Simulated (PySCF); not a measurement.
Steps of a relaxation of Sm2O(OH)2

Sm2O(OH)2 (singlet in the valence; each metal's 4f electrons, 6 of them, lie in its core potential, out of spins and levels). PySCF 2.14.0, RKS PBE0, Sm lcecp-0-SVP with ECP52, O def2-SVP, H def2-SVP; non-relativistic Hamiltonian with scalar-relativistic core potentials where named; density fitting; no spin-orbit coupling. Origin of the start: template. Columns: position (Å) and force (eV/Å). Energies are counted from the last step; some of the 35 steps are shown. Forces carry noise of the integration grid, about 0.01 to 0.03 eV/Å.

Run from Python with OMP_NUM_THREADS=2. Where DIIS fails, smearing, a level shift and second-order steps follow.
It took 3.2 min on 2 threads of AMD EPYC 9R45 96-Core Processor (Zen 5), on a shared host, from the converged density of the start.

```xyz
7
step 0  E = 0.671 eV
Sm   -0.0020    0.0000    2.2854    -0.16    0.00    0.16
Sm   -0.0020    0.0000   -2.2854    -0.16    0.00   -0.16
O    -0.0020    0.0000    0.0000     0.08    0.00    0.00
O    -0.0020    0.0000    4.6240     0.38    0.00   -0.79
H     0.3480    0.0000    5.5240    -0.26    0.00   -0.24
O    -0.0020    0.0000   -4.6240     0.38    0.00    0.79
H     0.3480    0.0000   -5.5240    -0.26    0.00    0.24
```

```xyz
7
step 11  E = 0.278 eV
Sm   -0.5566    0.0000    2.2058    -0.04    0.00   -0.10
Sm   -0.5566    0.0000   -2.2058    -0.04    0.00    0.10
O    -0.2800    0.0000    0.0000    -0.01    0.00    0.00
O     0.3212    0.0000    4.2457     0.01    0.00    0.22
H     0.7184    0.0000    5.1238     0.03    0.00   -0.26
O     0.3212    0.0000   -4.2457     0.01    0.00   -0.22
H     0.7184    0.0000   -5.1238     0.03    0.00    0.26
```

```xyz
7
step 23  E = 0.069 eV
Sm   -1.0734    0.0000    2.1862     0.08    0.00    0.15
Sm   -1.0734    0.0000   -2.1862     0.08    0.00   -0.15
O    -0.9462    0.0000    0.0000    -0.03    0.00    0.00
O     0.4940    0.0000    3.7580     0.18    0.00   -0.12
H     1.3955    0.0000    4.1010    -0.24    0.00   -0.06
O     0.4940    0.0000   -3.7580     0.18    0.00    0.12
H     1.3955    0.0000   -4.1010    -0.24    0.00    0.06
```

**Question.** Where does the relaxation end?

**Answer.** It converges at step 34 in C2v:
```xyz
7
step 34  E = 0
Sm   -1.2728    0.0000    2.1603
Sm   -1.2728    0.0000   -2.1603
O    -1.5655    0.0000    0.0000
O     0.7208    0.0000    3.0751
H     1.6778    0.0000    3.1444
O     0.7208    0.0000   -3.0751
H     1.6778    0.0000   -3.1444
```

**Question.** How did the contacts change?

**Answer.** 
```
    contact  start (Å)  end (Å)
 Sm1–O3 (O)      2.285    2.180
Sm1–O4 (OH)      2.339    2.194
Sm2–O6 (OH)      2.339    2.194
```


An lcecp potential fixes the number of 4f electrons, so in runs with it no electron can move into or out of that shell.
